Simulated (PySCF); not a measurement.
## Calculated data, CH7BOSi, BH6NOSi, CH6BOSi, BH5OSi and others

Calculation on a computer-drawn molecule: the log of a Hartree-Fock and frozen-core CCSD(T) single point meant for a local Hartree-Fock minimum, with one planted fault or none, to be diagnosed. Offsets are logged minus clean, where the clean run is the same molecule without the fault. The reference is restricted for singlets and unrestricted otherwise, and also for a bond in bohr or an excited solution. Adding or removing an electron swaps singlet and doublet. The excited solution moves the top pair (singlet) or top alpha electron (doublet) to the lowest empty orbital. Highest occupied and lowest empty are orbital energies over both spins, largest force is the largest gradient component, triples share is (T) over the correlation energy, the T1 limit is 0.02 restricted and 0.045 unrestricted, electrons count all cores, a negative frequency is imaginary (commonest isotopes), and the dipole is about the centre of nuclear charge. Program: PySCF 2.14.0.

Common to all runs: meant charge 0; meant basis cc-pV(D+d)Z; logged SCF converged yes; logged CC converged yes; logged SCF stable within its kind yes; possible faults no fault, one electron removed, one electron added, multiplicity raised by two, geometry at a saddle point, SCF held on an excited solution, minimal basis STO-3G, one bond length entered in bohr, all coordinates scaled.

(1) 
```xyz
11
formula=CH7BOSi meant_multiplicity=1 logged_electrons=40 logged_basis_functions=100 logged_spin_squared=0.9268 logged_highest_occupied=-9.2517 logged_lowest_empty=1.7393 logged_largest_force=0.042612 logged_T1_diagnostic=0.021708 logged_D1_diagnostic=0.097049 logged_triples_share=0.024542 logged_dipole_magnitude=1.4263 logged_energy_HF=-430.39718 logged_energy_CCSD(T)=-430.95169 planted_fault=one_bond_length_entered_in_bohr,row_3_of_the_drawn_bonds HF_energy_offset_from_clean_run=76.58 CCSD(T)_energy_offset_from_clean_run=93.61
B     -1.7961    -2.3665     1.3806
O     -1.9786    -1.7228     0.2120
Si    -3.2767    -1.0817    -0.6134
C     -2.5706     2.2754    -1.4183
H     -0.6849    -2.7183     1.6744
H     -2.7294    -2.5801     2.1145
H     -4.4874    -1.1872     0.2319
H     -3.4644    -1.8871    -1.8380
H     -2.4313     2.8746    -0.5146
H     -3.3942     2.7104    -1.9922
H     -1.6608     2.3464    -2.0197
```

Units: logged_highest_occupied, logged_lowest_empty in eV; logged_largest_force in hartree/bohr; logged_dipole_magnitude in debye; logged_energy_HF, logged_energy_CCSD(T) in hartree; HF_energy_offset_from_clean_run, CCSD(T)_energy_offset_from_clean_run in kcal/mol.

Drawn bonds:
| atom | other atom | order |
| --- | --- | --- |
| 1 | 2 | 1 |
| 2 | 3 | 1 |
| 3 | 4 | 1 |
| 1 | 5 | 1 |
| 1 | 6 | 1 |
| 3 | 7 | 1 |
| 3 | 8 | 1 |
| 4 | 9 | 1 |
| 4 | 10 | 1 |
| 4 | 11 | 1 |

(2) 
```xyz
11
formula=CH7BOSi meant_multiplicity=1 logged_electrons=40 logged_basis_functions=100 logged_spin_squared=2.022 logged_highest_occupied=-5.7489 logged_lowest_empty=-2.1934 logged_largest_force=0.03165 logged_T1_diagnostic=0.018121 logged_D1_diagnostic=0.094326 logged_triples_share=0.027375 logged_dipole_magnitude=1.5128 logged_energy_HF=-430.29874 logged_energy_CCSD(T)=-430.88644 planted_fault=multiplicity_raised_by_two HF_energy_offset_from_clean_run=138.4 CCSD(T)_energy_offset_from_clean_run=134.6
B     -1.7961    -2.3665     1.3806
O     -1.9786    -1.7228     0.2120
Si    -3.2767    -1.0817    -0.6134
C     -2.9030     0.6948    -1.0393
H     -0.6849    -2.7183     1.6744
H     -2.7294    -2.5801     2.1145
H     -4.4874    -1.1872     0.2319
H     -3.4644    -1.8871    -1.8380
H     -2.7637     1.2939    -0.1356
H     -3.7266     1.1298    -1.6132
H     -1.9932     0.7658    -1.6407
```

Units: logged_highest_occupied, logged_lowest_empty in eV; logged_largest_force in hartree/bohr; logged_dipole_magnitude in debye; logged_energy_HF, logged_energy_CCSD(T) in hartree; HF_energy_offset_from_clean_run, CCSD(T)_energy_offset_from_clean_run in kcal/mol.

Drawn bonds:
| atom | other atom | order |
| --- | --- | --- |
| 1 | 2 | 1 |
| 2 | 3 | 1 |
| 3 | 4 | 1 |
| 1 | 5 | 1 |
| 1 | 6 | 1 |
| 3 | 7 | 1 |
| 3 | 8 | 1 |
| 4 | 9 | 1 |
| 4 | 10 | 1 |
| 4 | 11 | 1 |

(3) 
```xyz
10
formula=BH6NOSi meant_multiplicity=1 logged_electrons=40 logged_basis_functions=30 logged_spin_squared=0 logged_highest_occupied=-8.6106 logged_lowest_empty=8.7723 logged_largest_force=0.032122 logged_T1_diagnostic=0.018308 logged_D1_diagnostic=0.081052 logged_triples_share=0.028647 logged_dipole_magnitude=1.4567 logged_energy_HF=-441.13619 logged_energy_CCSD(T)=-441.35042 planted_fault=minimal_basis_STO-3G HF_energy_offset_from_clean_run=3392 CCSD(T)_energy_offset_from_clean_run=3633
B     -2.8411    -1.3191    -0.3546
O     -1.8360    -1.5705     0.5012
Si    -0.5332    -2.6051     0.6169
N     -0.3326    -3.6989    -0.6756
H     -2.9551    -1.9508    -1.3768
H     -3.6259    -0.4503    -0.0806
H     -0.7439    -3.3781     1.8513
H      0.6577    -1.7434     0.6854
H     -0.0116    -3.3784    -1.5699
H     -0.9543    -4.4779    -0.7858
```

Units: logged_highest_occupied, logged_lowest_empty in eV; logged_largest_force in hartree/bohr; logged_dipole_magnitude in debye; logged_energy_HF, logged_energy_CCSD(T) in hartree; HF_energy_offset_from_clean_run, CCSD(T)_energy_offset_from_clean_run in kcal/mol.

Drawn bonds:
| atom | other atom | order |
| --- | --- | --- |
| 1 | 2 | 1 |
| 2 | 3 | 1 |
| 3 | 4 | 1 |
| 1 | 5 | 1 |
| 1 | 6 | 1 |
| 3 | 7 | 1 |
| 3 | 8 | 1 |
| 4 | 9 | 1 |
| 4 | 10 | 1 |

(4) 
```xyz
10
formula=CH6BOSi meant_multiplicity=2 logged_electrons=39 logged_basis_functions=95 logged_spin_squared=0.7597 logged_highest_occupied=-10.918 logged_lowest_empty=2.1166 logged_largest_force=3.895e-06 logged_lowest_frequency=47.728 logged_T1_diagnostic=0.013498 logged_D1_diagnostic=0.047013 logged_triples_share=0.023538 logged_dipole_magnitude=1.4147 logged_energy_HF=-429.89043 logged_energy_CCSD(T)=-430.43558 planted_fault=no_fault HF_energy_offset_from_clean_run=0 CCSD(T)_energy_offset_from_clean_run=0
B     -1.9159    -0.1674    -0.0698
O     -0.7868    -0.2601     0.6585
Si     0.8477    -0.1821     0.3441
C      1.6053     1.2574     1.2203
H     -1.8625     0.0195    -1.2605
H     -2.9724    -0.2736     0.4930
H      1.0466    -0.0528    -1.1148
H      1.4330    -1.4434     0.8356
H      1.7429     2.2258     0.7473
H      1.9100     1.2127     2.2621
```

Units: logged_highest_occupied, logged_lowest_empty in eV; logged_largest_force in hartree/bohr; logged_lowest_frequency in cm⁻¹; logged_dipole_magnitude in debye; logged_energy_HF, logged_energy_CCSD(T) in hartree; HF_energy_offset_from_clean_run, CCSD(T)_energy_offset_from_clean_run in kcal/mol.

Drawn bonds:
| atom | other atom | order |
| --- | --- | --- |
| 1 | 2 | 1 |
| 2 | 3 | 1 |
| 3 | 4 | 1 |
| 1 | 5 | 1 |
| 1 | 6 | 1 |
| 3 | 7 | 1 |
| 3 | 8 | 1 |
| 4 | 9 | 1 |
| 4 | 10 | 1 |

(5) 
```xyz
10
formula=CH6BOSi meant_multiplicity=2 logged_electrons=39 logged_basis_functions=95 logged_spin_squared=1.5018 logged_highest_occupied=-11.544 logged_lowest_empty=2.2213 logged_largest_force=0.019477 logged_T1_diagnostic=0.0442 logged_D1_diagnostic=0.20782 logged_triples_share=0.02897 logged_dipole_magnitude=1.0857 logged_energy_HF=-429.76865 logged_energy_CCSD(T)=-430.3024 planted_fault=one_bond_length_entered_in_bohr,row_8_of_the_drawn_bonds HF_energy_offset_from_clean_run=76.42 CCSD(T)_energy_offset_from_clean_run=83.57
B     -1.9159    -0.1674    -0.0698
O     -0.7868    -0.2601     0.6585
Si     0.8477    -0.1821     0.3441
C      1.6053     1.2574     1.2203
H     -1.8625     0.0195    -1.2605
H     -2.9724    -0.2736     0.4930
H      1.0466    -0.0528    -1.1148
H      1.4330    -1.4434     0.8356
H      1.8653     3.0874     0.3265
H      1.9100     1.2127     2.2621
```

Units: logged_highest_occupied, logged_lowest_empty in eV; logged_largest_force in hartree/bohr; logged_dipole_magnitude in debye; logged_energy_HF, logged_energy_CCSD(T) in hartree; HF_energy_offset_from_clean_run, CCSD(T)_energy_offset_from_clean_run in kcal/mol.

Drawn bonds:
| atom | other atom | order |
| --- | --- | --- |
| 1 | 2 | 1 |
| 2 | 3 | 1 |
| 3 | 4 | 1 |
| 1 | 5 | 1 |
| 1 | 6 | 1 |
| 3 | 7 | 1 |
| 3 | 8 | 1 |
| 4 | 9 | 1 |
| 4 | 10 | 1 |

(6) 
```xyz
8
formula=BH5OSi meant_multiplicity=1 logged_electrons=31 logged_basis_functions=76 logged_spin_squared=0.7765 logged_highest_occupied=-18.483 logged_lowest_empty=-8.5817 logged_largest_force=0.086969 logged_T1_diagnostic=0.050124 logged_D1_diagnostic=0.26621 logged_triples_share=0.026251 logged_dipole_magnitude=2.7218 logged_energy_HF=-391.07938 logged_energy_CCSD(T)=-391.48472 planted_fault=one_electron_removed HF_energy_offset_from_clean_run=243 CCSD(T)_energy_offset_from_clean_run=253.2
B      0.8246     0.2435     0.9052
O      1.4031     0.3501    -0.3082
Si     2.8024     1.0137    -0.9095
H     -0.2318    -0.3218     0.9878
H      1.3623     0.7079     1.8796
H      3.5863    -0.0602    -1.5469
H      3.5814     1.6315     0.1838
H      2.4375     2.0327    -1.9109
```

Units: logged_highest_occupied, logged_lowest_empty in eV; logged_largest_force in hartree/bohr; logged_dipole_magnitude in debye; logged_energy_HF, logged_energy_CCSD(T) in hartree; HF_energy_offset_from_clean_run, CCSD(T)_energy_offset_from_clean_run in kcal/mol.

Drawn bonds:
| atom | other atom | order |
| --- | --- | --- |
| 1 | 2 | 1 |
| 2 | 3 | 1 |
| 1 | 4 | 1 |
| 1 | 5 | 1 |
| 3 | 6 | 1 |
| 3 | 7 | 1 |
| 3 | 8 | 1 |

Notes: T1 above single-reference limit.

(7) 
```xyz
8
formula=BH5OSi meant_multiplicity=1 logged_electrons=32 logged_basis_functions=76 logged_spin_squared=0 logged_highest_occupied=-11.793 logged_lowest_empty=2.925 logged_largest_force=0.043633 logged_T1_diagnostic=0.017105 logged_D1_diagnostic=0.057771 logged_triples_share=0.025727 logged_dipole_magnitude=1.2575 logged_energy_HF=-391.42094 logged_energy_CCSD(T)=-391.85461 planted_fault=all_coordinates_scaled,by_+8.7_% HF_energy_offset_from_clean_run=28.63 CCSD(T)_energy_offset_from_clean_run=21.05
B      0.8963     0.2647     0.9840
O      1.5251     0.3806    -0.3350
Si     3.0462     1.1019    -0.9886
H     -0.2519    -0.3498     1.0737
H      1.4808     0.7694     2.0431
H      3.8984    -0.0655    -1.6815
H      3.8930     1.7734     0.1998
H      2.6495     2.2095    -2.0771
```

Units: logged_highest_occupied, logged_lowest_empty in eV; logged_largest_force in hartree/bohr; logged_dipole_magnitude in debye; logged_energy_HF, logged_energy_CCSD(T) in hartree; HF_energy_offset_from_clean_run, CCSD(T)_energy_offset_from_clean_run in kcal/mol.

Drawn bonds:
| atom | other atom | order |
| --- | --- | --- |
| 1 | 2 | 1 |
| 2 | 3 | 1 |
| 1 | 4 | 1 |
| 1 | 5 | 1 |
| 3 | 6 | 1 |
| 3 | 7 | 1 |
| 3 | 8 | 1 |

(8) 
```xyz
8
formula=BH4O2Si meant_multiplicity=2 logged_electrons=38 logged_basis_functions=85 logged_spin_squared=0 logged_highest_occupied=-17.124 logged_lowest_empty=-7.2126 logged_largest_force=0.10265 logged_T1_diagnostic=0.022124 logged_D1_diagnostic=0.08706 logged_triples_share=0.027432 logged_dipole_magnitude=3.8291 logged_energy_HF=-465.46005 logged_energy_CCSD(T)=-466.04686 planted_fault=one_electron_removed HF_energy_offset_from_clean_run=189.6 CCSD(T)_energy_offset_from_clean_run=184.4
B     -2.5112    -0.1597     1.1718
O     -1.6632    -0.5071     0.1811
Si    -0.0787    -1.0068     0.0766
O      0.6319    -0.2829    -1.2132
H     -2.1318    -0.1189     2.3153
H     -3.6453     0.1114     0.8844
H     -0.0530    -2.4560    -0.2059
H      0.6394     0.6605    -1.2788
```

Units: logged_highest_occupied, logged_lowest_empty in eV; logged_largest_force in hartree/bohr; logged_dipole_magnitude in debye; logged_energy_HF, logged_energy_CCSD(T) in hartree; HF_energy_offset_from_clean_run, CCSD(T)_energy_offset_from_clean_run in kcal/mol.

Drawn bonds:
| atom | other atom | order |
| --- | --- | --- |
| 1 | 2 | 1 |
| 2 | 3 | 1 |
| 3 | 4 | 1 |
| 1 | 5 | 1 |
| 1 | 6 | 1 |
| 3 | 7 | 1 |
| 4 | 8 | 1 |

Notes: T1 above single-reference limit.
